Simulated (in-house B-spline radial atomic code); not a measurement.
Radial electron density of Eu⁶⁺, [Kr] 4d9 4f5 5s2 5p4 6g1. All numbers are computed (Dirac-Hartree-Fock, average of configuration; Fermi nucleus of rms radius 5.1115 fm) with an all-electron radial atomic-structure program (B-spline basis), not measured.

Columns: r (bohr), 4πr²n(r) (electrons per bohr), bar.

```
0.000818    2.798 #
 0.00104    4.172 ##
 0.00131    6.079 ##
 0.00166    8.861 ####
 0.00211    12.82 #####
 0.00267    18.15 #######
 0.00338    25.24 ##########
 0.00428    34.27 ##############
 0.00542    45.17 ##################
 0.00687     57.4 #######################
  0.0087    69.55 ############################
   0.011    79.55 ################################
   0.014    85.29 ##################################
  0.0177    85.02 ##################################
  0.0224    80.22 ################################
  0.0284    75.72 ##############################
   0.036    78.37 ###############################
  0.0456    90.89 ####################################
  0.0577    106.1 ##########################################
  0.0731    110.2 ############################################
  0.0926    97.63 #######################################
   0.117    83.73 #################################
   0.149    87.37 ###################################
   0.188    97.65 #######################################
   0.239    84.67 ##################################
   0.302    53.42 #####################
   0.383    39.33 ################
   0.485    45.39 ##################
   0.614    41.88 #################
   0.778    25.73 ##########
   0.986    14.07 ######
    1.25    9.129 ####
    1.58    5.074 ##
       2    1.739 #
    2.54   0.3951 
    3.22   0.1061 
    4.07 0.001332 
    5.16   0.1075 
    6.54    0.241 
    8.28   0.1227 
    10.5  0.01628 
    13.3 0.0004799 
    16.8 2.464e-06 
    21.3 1.269e-09
```

On this grid the curve has 5 maxima, near 0.014, 0.0731, 0.188, 0.485, 6.54 bohr.

The 6g7/2 radial function P(r) = rR(r), positive near the nucleus, with its small component Q(r) (sign convention: Q ≈ (P' + κP/r)/2c):

| r (bohr) | P | Q |
| --- | --- | --- |
| 0.188 | 0.0005371 | 7.866e-05 |
| 0.302 | 0.002665 | 0.0002306 |
| 0.485 | 0.01089 | 0.0005552 |
| 0.778 | 0.03834 | 0.001182 |
| 1.25 | 0.1231 | 0.002257 |
| 2 | 0.3006 | 0.002927 |
| 3.22 | 0.2978 | 0.0005403 |
| 5.16 | -0.3276 | -0.001844 |
| 8.28 | -0.3503 | -0.0001847 |
| 13.3 | -0.02193 | 3.169e-05 |
